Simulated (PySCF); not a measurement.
## C₆ coefficients of unlike pairs at PBE0

Calculated with PySCF 2.14 from the dipole response of each species, C₆(A,B) = (3/π) ∫ α_A(iu) α_B(iu) du, in atomic units, from isotropic polarisabilities. For ions this is the dispersion term alone; charge-induced terms of lower order in 1/R come first.

```json
{"species": "Ge", "configuration": "[Ar] 3d10 4s2 4p2 (3P)", "basis": "def2-QZVPPD (12s7p5d4f1g)", "relativity": "none", "α (bohr³)": "41.90", "C₆ (like pair)": "364.4"}
{"species": "Sc⁺", "configuration": "[Ar] 3d1 4s1 (3D)", "basis": "aug-cc-pVTZ-DK (8s7p5d3f2g)", "relativity": "spin-free X2C", "α (bohr³)": "62.95", "C₆ (like pair)": "435.4"}
{"species": "As²⁺", "configuration": "[Ar] 3d10 4s2 4p1 (2P)", "basis": "aug-cc-pVTZ-PP with ECP10MDF (6s5p4d2f)", "relativity": "core potential", "α (bohr³)": "10.31", "C₆ (like pair)": "44.17"}
{"species": "Ta", "configuration": "[Xe] 4f14 5d3 6s2 (4F)", "basis": "aug-cc-pVDZ-PP with ECP60MDF (5s5p4d2f)", "relativity": "core potential", "α (bohr³)": "85.76", "C₆ (like pair)": "1104"}
```

**Question.** Estimate C₆ for Ta with As²⁺.

**Answer.** The integral gives 202.7. The combination rule 2 C_A C_B / (C_A α_B/α_A + C_B α_A/α_B) gives 195.0 and the geometric mean 220.8.

No spin-orbit coupling is included.

The other pairs:

```tsv
pair	C₆
Ta, Sc⁺	685.5
As²⁺, Ge	121.5
As²⁺, Sc⁺	118.8
Sc⁺, Ge	382.9
Ta, Ge	628.6
```
